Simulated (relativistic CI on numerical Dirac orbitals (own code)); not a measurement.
# W49+: sensitivity of the levels to the model

Base calculation: Dirac-Coulomb-Breit CI, KLI orbitals optimised for each configuration, model QED, unscaled Slater integrals.

Configuration list (outside the closed core [Ne]): 3s2 3p6 3d7, 3s2 3p5 3d8, 3s2 3p4 3d9, 3s 3p6 3d8, 3p6 3d9, 3s 3p5 3d9, 3s2 3p6 3d6 4s, 3s2 3p6 3d6 4p, 3s2 3p4 3d8 4s, 3s2 3p6 3d6 4d, 3s2 3p4 3d8 4p, 3s2 3p5 3d7 4s, 3s2 3p6 3d6 4f, 3s2 3p5 3d7 4p, 3s2 3p6 3d5 4s2, 3s 3p6 3d7 4s. Levels of other configurations are missing.

The lowest level and the first level of each name with at least 55 % of one term (blank where a level has no safe partner in the second run):

```
               Level  Base (eV)  Shift (eV)
  3s2 3p6 3d7 4F_9/2      0.000       0.000
  3s2 3p6 3d7 4F_7/2     65.508      -0.058
  3s2 3p6 3d7 4P_5/2     77.740      +0.375
 3s2 3p6 3d7 2H_11/2     81.139      -0.438
  3s2 3p6 3d7 2F_5/2     92.707      +0.699
  3s2 3p6 3d7 2D_3/2    110.729      +1.702
  3s2 3p6 3d7 4F_5/2    138.432      +0.313
  3s2 3p6 3d7 2H_9/2    147.514            
3s2 3p5 3d8 4G°_11/2    407.193      -0.390
 3s2 3p5 3d8 2D°_5/2    419.195      +0.408
 3s2 3p5 3d8 2F°_7/2    420.356      +0.408
 3s2 3p5 3d8 4F°_9/2    427.221      +0.286
 3s2 3p5 3d8 4G°_9/2    481.701      -0.217
3s2 3p5 3d8 2H°_11/2    504.049      -0.194
 3s2 3p5 3d8 2G°_9/2    521.904      +0.285
 3s2 3p5 3d8 2F°_5/2    534.905      +1.795
 3s2 3p5 3d8 4D°_1/2    579.002      +1.438
 3s2 3p5 3d8 2H°_9/2    819.062      +0.042
```

At this charge energies of transitions that change n are usually good to better than 1 %, and those within a shell (Δn = 0) to a few per cent.

**Question.** One thing was changed in a second run, which moved the levels as shown. Which?
A. valence Slater integrals scaled by 0.9
B. QED terms removed
C. Breit term removed
D. configuration mixing switched off

**Answer.** D. Configuration mixing switched off. Without mixing, levels that were pushed by configurations of the same parity and J return to their single-configuration places.

LS names give the leading component of a level, which can be under half, so a name can repeat, a term be missing and a line seem to break the LS rules.
